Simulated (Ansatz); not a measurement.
Born–Oppenheimer molecular dynamics of BF₂H₅SSi (10 atoms, charge 0, multiplicity 1). It starts at the highest image of a converged band, a first-order saddle point between two minima.

All numbers below come from RKS PBE0-D4/6-31G* (Ansatz 0.2.0).

```yaml
ensemble: NVE (velocity Verlet)
time_step: 0.5 fs
steps_asked: 200
starting_velocities_drawn_for: 300 K
seed: 7398
```

First frame:

```xyz
10
Properties=species:S:1:pos:R:3
B -0.844 -0.205 -0.430
Si 1.289 -0.476 -0.058
F -1.406 -1.427 -0.386
F -0.941 0.546 -1.543
H -0.270 0.322 0.773
S -1.712 0.897 1.182
H 2.071 0.788 -0.133
H 1.573 -1.324 -1.248
H 1.633 -1.213 1.187
H -1.391 2.093 0.656
```

Task: How far do the bonds stretch over the last three quarters of this one trajectory? (Pairs bonded in most of those frames.)

Result: 
```
  bond  mean (Å)  spread (Å)  shortest  longest
B1–Si2     2.046       0.042      1.95     2.10
 B1–F3     1.327       0.014      1.30     1.35
 B1–F4     1.334       0.016      1.31     1.36
Si2–H7     1.495       0.031      1.45     1.54
Si2–H8     1.502       0.050      1.42     1.57
Si2–H9     1.491       0.039      1.44     1.55
 H5–S6     1.378       0.033      1.33     1.43
S6–H10     1.347       0.010      1.33     1.37
```

Mean temperature of the second half: 1148 K. The conserved energy stayed within 0.12 meV per atom of its start (net change 0.085 meV per atom), so the integration is sound. The kinetic energy rose, since the run started high on the potential surface and went downhill. It ends in pieces (BF2H3Si + H2S), so much of that is their flight and rotation, not heat. A run of 0.1 ps of so small a system gives no equilibrium averages. The orbitals stay closed-shell, which can raise the energy where a bond breaks towards radicals; this wasn't checked here.

Run time: 6.3 min on 2 threads of Intel(R) Xeon(R) Platinum 8488C (Sapphire Rapids), with other jobs on the host, peak memory 0.22 GiB.
